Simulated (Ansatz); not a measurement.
H$_{2}$Br$_{2}$O, singlet: a pair in one relaxed arrangement.

Input (in.yaml):

```yaml
crystal:
  periodic: [false, false, false]
  atoms:
    - {symbol: O, position_ang: [-0.065121, 0.097638, -1.660283]}
    - {symbol: H, position_ang: [-0.455860, 0.672423, -0.997690]}
    - {symbol: H, position_ang: [0.394620, -0.575063, -1.152459]}
    - {symbol: Br, position_ang: [0.609197, -1.097078, 1.840560]}
    - {symbol: Br, position_ang: [-0.482835, 0.902080, 1.969873]}
basis:
  gaussian: {orbitals: "def2-TZVPPD.json"}
hamiltonian: {xc: {name: B3LYP}, dispersion: d4}
```

The basis file named in the input lies beside it (Basis Set Exchange, JSON).

Run by:

```bash
ansatz run in.yaml --threads 4 --pin off --events-out ev --progress --plain --max-ram 9574MiB
```

What Ansatz 0.2.0 printed:

```
Functional definition: B3LYP
  name "B3LYP"
  cite "Stephens, Devlin, Chabalowski & Frisch, J. Phys. Chem. 98, 11623 (1994) doi:10.1021/j100096a001"
  cite "Becke, Phys. Rev. A 38, 3098 (1988) doi:10.1103/PhysRevA.38.3098"
  cite "Lee, Yang & Parr, Phys. Rev. B 37, 785 (1988) doi:10.1103/PhysRevB.37.785"
  cite "Vosko, Wilk & Nusair, Can. J. Phys. 58, 1200 (1980) doi:10.1139/p80-159"
  parameter a0 = 0.2
  parameter ax = 0.72
  parameter ac = 0.81
  exchange = (1 - a0 - ax)*slater_x + ax*b88_x + a0*exact_x
  correlation = (1 - ac)*vwn_rpa_c + ac*lyp_c
1214 factors; their error is unknown
mean field evaluation 1: about -142169.4476 eV, gradient 5.6e1 eV
mean field evaluation 2: about -142102.8104 eV, gradient 1.4e2 eV
mean field evaluation 4: about -142173.9420 eV, gradient 1.5e1 eV
mean field evaluation 8: about -142174.3592 eV, gradient 5.8e-2 eV
mean field evaluation 16: about -142174.8740 eV, gradient 1.9e-5 eV
mean field -142174.87401791 eV, -5224.8302505675 hartree, gradient 1.5e-5 eV, S^2 0.000000; 0 other end points of the search recorded, 0 dependent functions left out
reference -142174.87429237 eV, -5224.8302606537 hartree; 40, 40 occupied and 148, 148 virtual orbitals, 1214 factors
Total energy: -142175.00584359 eV, -5224.8350950716 hartree
```

The lines “mean field evaluation” count trial sets of orbitals through the whole run, from several starts and some on an approximate energy, so they need not fall steadily or lie above the final value.

Hardware: 4 CPU threads of an Intel Xeon Platinum 8259CL, shared host. Wall time about 2.5 s.
